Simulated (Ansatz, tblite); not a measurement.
Forces on the cluster Rb4H5⁻ at its B3LYP-D4/def2-SVPD geometry. Charge -1, multiplicity 1.

In the def2 sets Rb takes a core potential; there is no spin–orbit coupling. The xTB rows come from tblite. At PBE-D4/def2-TZVPD the highest occupied level of the charge -1 singlet lies above zero (up to 0.43 eV). The electron is either unbound and held by the finite basis, or the level is raised by self-interaction error. Another isomer (singlet) lies 0.42 eV lower at PBE0-D4/def2-TZVPD; other spin states weren't run for this one.

GFN2-xTB (tblite), largest force 0.37 eV/Å:

```xyz
9
positions Å, forces eV/Å
Rb   -0.858    2.331   -1.076    0.101   -0.280    0.125
Rb    0.918    0.107    2.066    0.019    0.175    0.102
Rb    1.551   -0.902   -2.172   -0.056    0.161    0.096
Rb   -2.336   -1.520   -0.414    0.063    0.180    0.041
H    -1.923    0.792    0.855   -0.247    0.103    0.112
H    -1.408   -0.098   -3.148   -0.077   -0.043   -0.186
H     1.627    1.356   -0.750    0.211    0.176   -0.095
H     0.505   -2.740    0.155    0.095   -0.342    0.089
H     1.925    0.673    4.483   -0.109   -0.129   -0.283
```

PBE-D4/def2-TZVPD (Ansatz), largest force 0.14 eV/Å:

```
Rb -0.013 -0.050 -0.045
Rb 0.012 -0.024 0.018
Rb -0.106 -0.042 0.055
Rb 0.118 -0.006 -0.046
H -0.008 0.005 0.011
H 0.048 -0.001 0.106
H 0.012 0.009 0.001
H -0.051 0.111 -0.074
H -0.012 -0.003 -0.027
```
